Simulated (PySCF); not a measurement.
**Basis-set dependence of excited states**

Compound: GaBr (singlet state).
SMILES: `[Ga][Br]`

TDDFT with PBE0 (PySCF), vertical singlets, core orbitals frozen in the response, spherical d and f functions. Isolated species at its PBE0-D3(BJ)/def2-SVP geometry, gas phase. The PBE0/6-31G* calculation is non-relativistic and has no spin–orbit coupling, an omission that weighs most on bromine and gallium.

```
      basis  functions  diffuse  S1 (eV)  S2 (eV)  S3 (eV)  S4 (eV)  S5 (eV)  LUMO (eV)  α (au)
     6-31G*         64       no     4.54     4.54     5.03     5.09     5.09      -1.84    48.2
   def2-SVP         64       no     4.54     4.54     5.03     5.10     5.10      -1.74    47.2
aug-cc-pVDZ         72      yes     4.55     4.55     5.08     5.13     5.13      -1.85    57.1
  def2-SVPD         79      yes     4.57     4.57     5.09     5.15     5.15      -1.84    58.0
  def2-TZVP         96       no     4.51     4.51     5.09     5.15     5.15      -1.79    53.5
 def2-TZVPD        111      yes     4.51     4.51     5.10     5.15     5.15      -1.81    58.6
aug-cc-pVTZ        118      yes     4.50     4.50     5.09     5.13     5.13      -1.84    58.3
```

**Question.** Compare the sets with the largest diffuse one.

**Answer.** States are compared by their number. Against the largest diffuse basis here (aug-cc-pVTZ, itself not a converged limit), sets without diffuse functions differ by up to 0.04 eV in S1 and 0.04 eV in S5; the smaller diffuse sets differ by up to 0.08 and 0.02 eV. State by state, the largest deviation of a set without diffuse functions is S1 0.04, S2 0.04, S3 0.06, S4 0.04, S5 0.04 eV. The same number needn't mean the same state in each row. Against aug-cc-pVTZ the polarisability deviates by -17% in 6-31G*, -19% in def2-SVP, -2% in aug-cc-pVDZ, 0% in def2-SVPD, -8% in def2-TZVP, 0% in def2-TZVPD.
